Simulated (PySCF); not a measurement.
ClI, triplet, geometry from GFN2-xTB (a higher spin typed on purpose: for a closed-shell molecule this is an excited state) (core potentials on I); PySCF with PBE0/def2-SVP.

Here is a job for PySCF.
```python
from pyscf import gto, scf, dft

mol = gto.M(
    atom='''
Cl   -0.00000000   -0.00000000   -2.11796384
I     0.00000000    0.00000000    0.67934689
''',
    basis='def2-svp',
    ecp={'I': 'def2-svp'},
    spin=2,
    verbose=4,
)

mf = dft.UKS(mol)
mf.xc = 'pbe0'
mf.kernel()
```

### Question
Write the output that PySCF gives for this input, abridged.

### Answer

```
PySCF version 2.14.0

[INPUT] verbose = 4
[INPUT] num. atoms = 2
[INPUT] num. electrons = 42
[INPUT] charge = 0
[INPUT] spin (= nelec alpha-beta = 2S) = 2
[INPUT] symmetry False subgroup None
[INPUT] Mole.unit = angstrom
[INPUT] Symbol           X                Y                Z      unit          X                Y                Z       unit  Magmom
[INPUT]  1 Cl     0.000000000000   0.000000000000  -2.117963840000 AA    0.000000000000   0.000000000000  -4.002371599332 Bohr   0.0
[INPUT]  2 I      0.000000000000   0.000000000000   0.679346890000 AA    0.000000000000   0.000000000000   1.283779565675 Bohr   0.0

nuclear repulsion = 80.3987602196056
number of shells = 18
number of NR pGTOs = 97
number of NR cGTOs = 44
basis = def2-svp
ecp = {'I': 'def2-svp'}

******** <class 'pyscf.dft.uks.UKS'> ********
method = UKS
initial guess = minao
damping factor = 0
level_shift factor = 0
DIIS = <class 'pyscf.scf.diis.CDIIS'>
diis_start_cycle = 1
diis_space = 8
diis_damp = 0
SCF conv_tol = 1e-09
SCF conv_tol_grad = None
SCF max_cycles = 50
direct_scf = True
direct_scf_tol = 1e-13
number electrons alpha = 22  beta = 20
XC library pyscf.dft.libxc version 7.1.2
    S. Lehtola, C. Steigemann, M. J. T. Oliveira, and M. A. L. Marques,  SoftwareX 7, 1–5 (2018)
XC functionals = pbe0
    C. Adamo and V. Barone,  J. Chem. Phys. 110, 6158 (1999)
    M. Ernzerhof and G. E. Scuseria,  J. Chem. Phys. 110, 5029 (1999)
radial grids:
    Treutler-Ahlrichs [JCP 102, 346 (1995); DOI:10.1063/1.469408] (M4) radial grids

becke partition: Becke, JCP 88, 2547 (1988); DOI:10.1063/1.454033
pruning grids: <function nwchem_prune>
grids dens level: 3
symmetrized grids: False
atomic radii adjust function: <function treutler_atomic_radii_adjust>
small_rho_cutoff = 0
Set gradient conv threshold to 3.16228e-05
tot grids = 40840
init E= -726.372021975207

cycle= 1 E= -755.600443313103  delta_E= -29.2  |g|= 2.11  |ddm|= 5.86
cycle= 2 E= -755.106951151094  delta_E= 0.493  |g|= 2.18  |ddm|= 6.27
cycle= 3 E= -757.191984533481  delta_E= -2.09  |g|= 0.482  |ddm|= 4.34

cycle= 4 E= -757.195144106004  delta_E= -0.00316  |g|= 0.642  |ddm|= 1.78
cycle= 5 E= -757.43714640386  delta_E= -0.242  |g|= 0.325  |ddm|= 0.577
cycle= 6 E= -757.548454476971  delta_E= -0.111  |g|= 0.0438  |ddm|= 0.556
cycle= 7 E= -757.550706048977  delta_E= -0.00225  |g|= 0.0175  |ddm|= 0.104
cycle= 8 E= -757.551028506033  delta_E= -0.000322  |g|= 0.0064  |ddm|= 0.0347
cycle= 9 E= -757.551148776211  delta_E= -0.00012  |g|= 0.00333  |ddm|= 0.0261
cycle= 10 E= -757.551204955085  delta_E= -5.62e-05  |g|= 0.00427  |ddm|= 0.022
cycle= 11 E= -757.551259832178  delta_E= -5.49e-05  |g|= 0.00358  |ddm|= 0.0315
cycle= 12 E= -757.551277222297  delta_E= -1.74e-05  |g|= 0.00124  |ddm|= 0.0138
cycle= 13 E= -757.551279253498  delta_E= -2.03e-06  |g|= 0.000161  |ddm|= 0.00589
cycle= 14 E= -757.55127927688  delta_E= -2.34e-08  |g|= 1.2e-05  |ddm|= 0.000325
cycle= 15 E= -757.551279277044  delta_E= -1.64e-10  |g|= 2.31e-06  |ddm|= 5.12e-05
Extra cycle  E= -757.551279277014  delta_E= 3.02e-11  |g|= 6.53e-06  |ddm|= 1.34e-05
converged SCF energy = -757.551279277014  <S^2> = 2.0036904  2S+1 = 3.0024592
```
